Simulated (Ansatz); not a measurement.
Isolated molecules relaxed with PBE0-D4/def2-TZVP in Ansatz; ΔE leaves out vibrations. CCSD(T)/CBS is the MP2 limit (def2-TZVPP, def2-QZVPP) plus CCSD(T) − MP2 in def2-TZVPP, frozen cores. Each species was taken in one conformer, which may not be the lowest.

`Cl[SiH2]OC1CO1` → `O[SiH2]/C(O)=C\Cl`  (isomerisation)

| species | MP2/def2-QZVPP energy (Eh) |
| --- | --- |
| `Cl[SiH2]OC1CO1` | -978.19607 |
| `O[SiH2]/C(O)=C\Cl` | -978.17667 |

Work out ΔE.

ΔE = (-978.17667) − (-978.19607) = 0.01940 Eh = +50.9 kJ/mol. CCSD(T)/CBS gives +45.8 kJ/mol.

Largest T1 diagnostic among the species: 0.012.

The D4 term adds −4.1 kJ/mol with B3LYP and −2.0 kJ/mol with PBE0; it sums over pairs of atoms, weighted by their polarisabilities, and B3LYP, whose exchange is more repulsive, gets the larger term. In def2-TZVPP, CCSD(T) changes the Hartree–Fock value by −23.0 kJ/mol (the triples alone add −5.3 kJ/mol) and MP2 by −20.1 kJ/mol. From PBE to PBE0 (25 % exact exchange), in def2-TZVPP and without D4, ΔE moves by +9.4 kJ/mol.

B3LYP here is the variant with VWN-RPA as its local correlation; programs differ in this.
